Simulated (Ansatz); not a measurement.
C3H6BFSi can be A, `CB1C=C(F)[SiH2]1`, or B, `C#C[SiH2]B(C)F`.

Program: Ansatz. Geometries: PBE0-D4/def2-TZVP. ΔE: electronic, gas phase. CCSD(T)/CBS adds triple-zeta CCSD(T) − MP2 to the extrapolated MP2 energy (def2 sets, frozen cores). DFT in def2-TZVPP. B3LYP here is the variant with VWN-RPA as its local correlation; programs differ in this. Each species was taken in one conformer, which may not be the lowest.

A:

Z-matrix (Å, degrees):
```
C
B 1 1.552
H 1 1.094 2 111.6
H 1 1.098 2 108.5 3 -115.1
H 1 1.092 2 114.6 3 124.4
C 2 1.536 1 131.8 3 -133.1
Si 2 2.030 1 139.7 3 49.0
C 6 1.356 2 101.7 1 -178.4
H 6 1.089 2 133.4 1 1.6
H 7 1.491 2 123.0 1 71.8
H 7 1.491 2 122.7 1 -75.5
F 8 1.324 6 124.8 2 179.7
```

B:

```xyz
12

C    -0.283    1.192   -2.505
C    -0.503    1.194   -1.319
Si   -0.800    1.135    0.485
B     0.090   -0.521    1.292
C     0.894   -1.570    0.476
F    -0.051   -0.678    2.607
H    -0.093    1.199   -3.554
H    -2.269    1.115    0.720
H    -0.254    2.380    1.092
H     1.712   -1.075   -0.060
H     0.259   -1.988   -0.315
H     1.298   -2.383    1.081
```

(1) Which is lower in electronic energy at CCSD(T)/CBS, and by how much? (Best estimate.)

(2) Give E(B) − E(A) in kJ/mol with B3LYP-D4, B2PLYP, ωB97M-V, MP2/def2-TZVPP, HF/def2-TZVPP, CCSD/def2-TZVPP, B3LYP. (Best estimate.)

Largest T1 diagnostic: 0.013.

Results:

(1) Ansatz gave: B, by 114.2 kJ/mol.

(2) The calculation gave: B3LYP-D4 -107.2, B2PLYP -116.4, ωB97M-V -99.0, MP2/def2-TZVPP -119.1, HF/def2-TZVPP -132.1, CCSD/def2-TZVPP -118.1, B3LYP -110.3. None reverses the order clearly.

In def2-TZVPP, CCSD(T) changes the Hartree–Fock value by +18.4 kJ/mol (the triples alone add +4.3 kJ/mol) and MP2 by +13.0 kJ/mol. The D4 term adds +3.1 kJ/mol with B3LYP and +1.4 kJ/mol with PBE0; it sums over pairs of atoms, weighted by their polarisabilities, and B3LYP, whose exchange is more repulsive, gets the larger term.
